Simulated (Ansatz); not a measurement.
Be8⁻. Total charge -1; doublet. Geometry r2SCAN/def2-SVP, that of the neutral singlet; atoms count from 1.

```csv
atom,x (Å),y (Å),z (Å)
Be1,-0.766,0.484,1.172
Be2,1.205,0.442,1.534
Be3,0.314,1.406,-0.344
Be4,0.331,-1.369,1.419
Be5,-1.521,0.881,-0.954
Be6,-0.787,-1.121,-0.565
Be7,-0.014,0.046,-1.999
Be8,1.238,-0.769,-0.264
```

The charge -1 doublet is spin-contaminated (final ⟨S²⟩ up to 0.93, 0.75 for a pure state). The structure comes from a short search, and lower isomers may exist.

(1) Estimate the Mulliken populations from the PBE0/def2-TZVPD orbitals of Ansatz.

(2) Where does the spin sit?

(3) And the Mayer bond orders between bonded heavy atoms (over 0.3)?

Results:

(1) 
```
atom  charge (e)  spin (α − β)
 Be1       -0.08          0.47
 Be2       -0.18         -0.12
 Be3       -0.06          0.06
 Be4       -0.18         -0.12
 Be5       -0.18          0.09
 Be6       -0.06          0.06
 Be7       -0.18          0.09
 Be8       -0.08          0.47
```
Mulliken values and Mayer orders depend strongly on the basis. With diffuse functions, as here, like atoms can get unlike values, and bond orders can come out too low or too high.

(2) Summed by element: Be 1.00, of 1 unpaired in all. Largest on single atoms: Be8 0.47, Be1 0.47, Be4 -0.12.

(3) Be1–Be2 0.53 (2.00 Å); Be1–Be3 0.46 (2.08 Å); Be1–Be4 0.48 (2.17 Å); Be1–Be5 0.54 (2.29 Å); Be2–Be3 0.55 (2.29 Å); Be2–Be4 0.78 (2.01 Å); Be2–Be8 0.48 (2.17 Å); Be3–Be5 0.53 (2.00 Å); Be3–Be7 0.52 (2.17 Å); Be4–Be6 0.55 (2.29 Å); Be4–Be8 0.53 (2.00 Å); Be5–Be6 0.52 (2.17 Å); Be5–Be7 0.78 (2.01 Å); Be6–Be7 0.53 (2.00 Å); Be6–Be8 0.46 (2.08 Å); Be7–Be8 0.54 (2.29 Å). Values over 0.3 also appear between atoms too far apart for a bond (Be1–Be6 0.46 at 2.37 Å; Be1–Be7 0.46 at 3.29 Å; Be1–Be8 0.32 at 2.77 Å; Be2–Be5 0.32 at 3.72 Å; Be2–Be6 0.46 at 3.29 Å; Be3–Be4 0.46 at 3.29 Å; Be3–Be6 0.32 at 2.76 Å; Be3–Be8 0.46 at 2.36 Å); they arise where an orbital or an unpaired electron spreads over both atoms.
